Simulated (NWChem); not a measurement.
System: CdHSeI; SMILES [SeH][Cd][I]

NWChem input:

```
start job
memory heap 200 mb stack 900 mb global 1100 mb
geometry units angstroms noautosym nocenter noautoz
  Cd     0.169052     0.450435     0.000250
  I     -0.261780    -2.114243    -0.000296
  Se     0.590231     2.873099    -0.001098
  H     -0.855215     3.153850    -0.009281
end
basis spherical
  Cd library def2-svpd
  I library def2-svpd
  Se library def2-svpd
  H library def2-svpd
end
ecp
  Cd library def2-ecp
  I library def2-ecp
end
dft
  xc xpbe96 cpbe96
  iterations 150
  vectors input atomic output neutral.movecs
end
task dft energy
charge 1
dft
  odft
  mult 2
  vectors input atomic output cation.movecs
end
task dft energy
charge -1
dft
  odft
  mult 2
  vectors input atomic output anion.movecs
end
task dft energy
```

Parts of the log:

```
             Northwest Computational Chemistry Package (NWChem) 7.3.0
             --------------------------------------------------------

                             Geometry "geometry" -> ""
                             -------------------------

 Output coordinates in angstroms (scale by  1.889725989 to convert to a.u.)

  No.       Tag          Charge          X              Y              Z
 ---- ---------------- ---------- -------------- -------------- --------------
    1 Cd                  48.0000     0.16905200     0.45043500     0.00025000
    2 I                   53.0000    -0.26178000    -2.11424300    -0.00029600
    3 Se                  34.0000     0.59023100     2.87309900    -0.00109800
    4 H                    1.0000    -0.85521500     3.15385000    -0.00928100

 Effective nuclear repulsion energy (a.u.)    1083.6282642834

 Summary of "ao basis" -> "ao basis" (spherical)
 ------------------------------------------------------------------------------
       Tag                 Description            Shells   Functions and Types
 ---------------- ------------------------------  ------  ---------------------
 Cd                        def2-svpd                12       34   5s4p2d1f
 I                         def2-svpd                13       35   5s5p3d
 Se                        def2-svpd                15       41   6s5p4d
 H                         def2-svpd                 4        8   2s2p

            General Information
            -------------------
          SCF calculation type: DFT
          Wavefunction type:  closed shell.
          No. of atoms     :     4
          No. of electrons :    80
           Alpha electrons :    40
            Beta electrons :    40
          Charge           :     0
          Spin multiplicity:     1
          Use of symmetry is: off; symmetry adaption is: off
          Maximum number of iterations: 150
          AO basis - number of functions:   118
                     number of shells:    44
          Convergence on energy requested:  1.00D-06
          Convergence on density requested:  1.00D-05
          Convergence on gradient requested:  5.00D-04

              XC Information
              --------------
          PerdewBurkeErnzerhof Exchange Functional  1.000
            Perdew 1991 LDA Correlation Functional  1.000 local
           PerdewBurkeErnz. Correlation Functional  1.000 non-local

             Grid Information
             ----------------
          Grid used for XC integration:  medium
          Radial quadrature: Mura-Knowles
          Angular quadrature: Lebedev.
          Tag              B.-S. Rad. Rad. Pts. Rad. Cut. Ang. Pts.
          ---              ---------- --------- --------- ---------
          Cd                  1.55      123          13.0       590
          I                   1.40      123          16.0       590
          Se                  1.15      112          17.0       590
          H                   0.35       45          16.0       434
          Grid pruning is: on
          Number of quadrature shells:   403
          Spatial weights used:  Erf1

      Superposition of Atomic Density Guess
      -------------------------------------

 Sum of atomic energies:       -2939.11321526

      Non-variational initial energy
      ------------------------------

 Total energy =   -2863.949715
 1-e energy   =   -4867.773546
 2-e energy   =    1648.471289
 HOMO         =      -0.295689
 LUMO         =      -0.046729

   convergence    iter        energy       DeltaE   RMS-Dens  Diis-err
 ---------------- ----- ----------------- --------- --------- ---------
 d= 0,ls=0.0,diis     1  -2866.9492877146 -3.22D+03  1.52D-02  4.62D-01
 d= 0,ls=0.0,diis     2  -2866.8948801803  5.44D-02  1.01D-02  6.79D-01
 d= 0,ls=0.0,diis     3  -2866.9974259631 -1.03D-01  2.93D-03  8.97D-02
 d= 0,ls=0.0,diis     4  -2867.0113105911 -1.39D-02  6.42D-04  6.06D-03
 d= 0,ls=0.0,diis     5  -2867.0119167617 -6.06D-04  1.89D-04  3.58D-04
  Resetting Diis
 d= 0,ls=0.0,diis     6  -2867.0119681295 -5.14D-05  4.67D-05  3.22D-05
 d= 0,ls=0.0,diis     7  -2867.0119725236 -4.39D-06  2.29D-05  1.32D-06
 d= 0,ls=0.0,diis     8  -2867.0119723062  2.17D-07  1.55D-05  2.22D-06
 d= 0,ls=0.0,diis     9  -2867.0119727290 -4.23D-07  3.19D-06  1.44D-07

         Total DFT energy =    -2867.011972729022
      One electron energy =    -4867.487142677716
           Coulomb energy =     1769.927002660277
    Exchange-Corr. energy =     -124.804375846160
 Nuclear repulsion energy =      355.352543134577

 Numeric. integr. density =       79.999991421722

                       DFT Final Molecular Orbital Analysis
                       ------------------------------------

 Vector   38  Occ=2.000000D+00  E=-2.436035D-01
              MO Center= -1.7D-01, -1.6D+00, -2.9D-04, r^2= 4.1D+00
   Bfn.  Coefficient  Atom+Function         Bfn.  Coefficient  Atom+Function
  ----- ------------  ---------------      ----- ------------  ---------------
    48      0.566219  2 I  pz                51      0.487834  2 I  pz
    45     -0.229604  2 I  pz                42     -0.185979  2 I  pz
    87      0.156340  3 Se pz                84      0.140596  3 Se pz
    81     -0.089692  3 Se pz                 8     -0.069622  1 Cd pz
    11      0.063844  1 Cd pz                19      0.063349  1 Cd d -1

 Vector   39  Occ=2.000000D+00  E=-2.422374D-01
              MO Center= -2.4D-01, -2.0D+00, -2.7D-04, r^2= 2.3D+00
   Bfn.  Coefficient  Atom+Function         Bfn.  Coefficient  Atom+Function
  ----- ------------  ---------------      ----- ------------  ---------------
    46      0.587986  2 I  px                49      0.506566  2 I  px
    43     -0.238240  2 I  px                40     -0.192955  2 I  px
    47     -0.104678  2 I  py                18      0.098890  1 Cd d -2
    50     -0.090432  2 I  py                 6     -0.053903  1 Cd px
     9      0.049357  1 Cd px                52      0.048624  2 I  px

[...]
```

Level: PBE/def2-SVPD with def2 effective core potentials on Cd, I, vertical spin-unrestricted ions. Structure relaxed at the PBE0/def2-SVP level. def2 effective core potentials on Cd, I; no spin-orbit coupling.
